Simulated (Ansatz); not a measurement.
CrNCl3, 5 atoms. Hardware: 4 threads of AMD EPYC 9B45 on a shared host.

Correlated methods freeze 21 core orbitals; core or outer-core shells of Cr are correlated, in sets that lack core-valence functions.

(1) How many basis functions does each of these Ansatz runs have, and roughly what does it cost? r2SCANh-D4/def2-TZVP, charge 0 singlet, energy and forces, from earlier orbitals; r2SCAN-D4/def2-TZVP, charge 0 singlet, energy, from earlier orbitals; B97M-V/def2-TZVP, charge 0 singlet, energy, from earlier orbitals; PBE-D4/def2-TZVP, charge 1 doublet at the geometry of the charge 0 singlet, energy, from earlier orbitals; r2SCAN-D4/def2-TZVP, charge 1 doublet at the geometry of the charge 0 singlet, energy, from earlier orbitals; CCSD(T)/def2-TZVP, charge 0 singlet, energy, from earlier orbitals; PBE0-D4/def2-SVP, charge 0 singlet, relaxation, 5 steps; PBE0-D4/def2-TZVP, charge 1 doublet, energy, from earlier orbitals; CAM-B3LYP-D4/def2-TZVP, charge 0 singlet, energy, from earlier orbitals; PBE0-D4/def2-SVP, charge 1 doublet at the geometry of the charge 0 singlet, energy with a search over starts; PBE-D4/def2-TZVP, charge 1 doublet, energy, from earlier orbitals; PBE0-D4/def2-SVP, charge 1 doublet, relaxation, 6 steps.

Answers

(1) Other jobs shared the machine, so times can vary by a factor of up to 3. A dash marks memory too small to be measured apart from the calling script's.

```json
{"run": "r2SCAN-D4/def2-TZVP, charge 0 singlet, energy, from earlier orbitals", "functions": "187", "fitting or Cholesky vectors": "1352", "wall time": "1.5 s", "peak host memory (GiB)": "–"}
{"run": "CAM-B3LYP-D4/def2-TZVP, charge 0 singlet, energy, from earlier orbitals", "functions": "187", "fitting or Cholesky vectors": "1430", "wall time": "1.5 s", "peak host memory (GiB)": "0.67"}
{"run": "B97M-V/def2-TZVP, charge 0 singlet, energy, from earlier orbitals", "functions": "187", "fitting or Cholesky vectors": "1352", "wall time": "2.3 s", "peak host memory (GiB)": "–"}
{"run": "PBE-D4/def2-TZVP, charge 1 doublet at the geometry of the charge 0 singlet, energy, from earlier orbitals", "functions": "187", "fitting or Cholesky vectors": "1352", "wall time": "2.3 s", "peak host memory (GiB)": "–"}
{"run": "r2SCANh-D4/def2-TZVP, charge 0 singlet, energy and forces, from earlier orbitals", "functions": "187", "fitting or Cholesky vectors": "1364", "wall time": "2.5 s", "peak host memory (GiB)": "0.64"}
{"run": "PBE-D4/def2-TZVP, charge 1 doublet, energy, from earlier orbitals", "functions": "187", "fitting or Cholesky vectors": "1352", "wall time": "4.1 s", "peak host memory (GiB)": "–"}
{"run": "PBE0-D4/def2-SVP, charge 0 singlet, relaxation, 5 steps", "functions": "99", "fitting or Cholesky vectors": "1080", "wall time": "4.5 s", "peak host memory (GiB)": "–"}
{"run": "PBE0-D4/def2-TZVP, charge 1 doublet, energy, from earlier orbitals", "functions": "187", "fitting or Cholesky vectors": "1448", "wall time": "6 s", "peak host memory (GiB)": "1.2"}
{"run": "r2SCAN-D4/def2-TZVP, charge 1 doublet at the geometry of the charge 0 singlet, energy, from earlier orbitals", "functions": "187", "fitting or Cholesky vectors": "1352", "wall time": "9 s", "peak host memory (GiB)": "0.62"}
{"run": "PBE0-D4/def2-SVP, charge 1 doublet at the geometry of the charge 0 singlet, energy with a search over starts", "functions": "99", "fitting or Cholesky vectors": "973", "wall time": "12 s", "peak host memory (GiB)": "–"}
{"run": "PBE0-D4/def2-SVP, charge 1 doublet, relaxation, 6 steps", "functions": "99", "fitting or Cholesky vectors": "1082", "wall time": "14 s", "peak host memory (GiB)": "–"}
{"run": "CCSD(T)/def2-TZVP, charge 0 singlet, energy, from earlier orbitals", "functions": "187", "fitting or Cholesky vectors": "1251", "wall time": "36 s", "peak host memory (GiB)": "2.1"}
```
